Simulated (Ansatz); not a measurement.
Computed with Ansatz on PBE0-D4/def2-TZVP structures; ΔE is electronic, products minus reactants. CCSD(T)/CBS is the MP2 limit (def2-TZVPP, def2-QZVPP) plus CCSD(T) − MP2 in def2-TZVPP, frozen cores. Functionals use def2-TZVPP. B3LYP here is the variant with VWN-RPA as its local correlation; programs differ in this. Elements past krypton have def2 core potentials. For Ge, Te outer-core shells are correlated without core-valence functions, which leaves a few kJ/mol of doubt a bond. Scalar relativity is left out up to krypton. Each species was taken in one conformer, which may not be the lowest.

Consider the redistribution: `C[Te][SiH2]N` + `N=C(F)[S][GeH3]` → `N=C(F)S[SiH2]N` + `C[Te][GeH3]`.

| level | ΔE (kJ/mol) | difference from CCSD(T)/CBS |
| --- | --- | --- |
| revPBE-D4 | -18.0 | 2.1 |
| B97M-V | -17.2 | 2.9 |
| B3LYP-D4 | -21.1 | -1.0 |
| r2SCAN0-D4 | -21.3 | -1.2 |
| ωB97X-V | -20.1 | 0.0 |
| PBE-QIDH | -20.2 | -0.1 |
| revPBE | -20.3 | -0.2 |
| r2SCAN0 | -21.7 | -1.6 |
| CCSD/def2-TZVPP | -20.6 | -0.5 |
| HF/CBS(def2) | -25.0 | -4.9 |
| CCSD(T)/CBS | -20.1 | 0 |

Largest T1 diagnostic among the species: 0.013.

Leaving LDA and LC-ωPBE aside and taking each functional with its dispersion term where it has one, the values, not all of them listed here, spread over 4.7 kJ/mol, from BHLYP-D4 to B97M-V. In def2-TZVPP, CCSD(T) changes the Hartree–Fock value by +4.9 kJ/mol (the triples alone add +0.9 kJ/mol) and MP2 by +5.3 kJ/mol.

CCSD(T)/CBS has its own doubt, a few kJ/mol and more with outer-core shells, so smaller differences from it don't rank the levels.
